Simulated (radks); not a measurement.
Values are calculated unless marked as measured or tabulated.
Q: The mean radii <r> (bohr) of the occupied orbitals of an atom or ion are listed with their occupations. Level of theory: scalar-relativistic Kohn-Sham, r2SCAN, spin-unpolarised, spherical densities, finite nucleus; meta-GGA in the generalised Kohn-Sham scheme; Fermi nuclear charge, rms radius of each element as measured or else 0.836 A^(1/3) + 0.57 fm (a radial shooting solver on a logarithmic mesh with Libxc functionals).

orbital  occ.      <r>
1s          2  0.02151
2s          2  0.09136
2p          6  0.08077
3s          2   0.2360
3p          6   0.2340
3d         10   0.2118
4s          2   0.4842
4p          3   0.4958

Name the element and its charge.

A: Z = 65, terbium, charge +32: Tb32+ in [Ar] 3d10 4s2 4p3. The 1s radius gives Z: for a bare nucleus <r> = (2 gamma + 1)/(2Z) with gamma = sqrt(1 - (Z/c)^2), 0.02124 bohr for Z = 65, and screening makes it slightly larger (0.02151 here). The occupations add up to 33, and the charge is Z minus that.
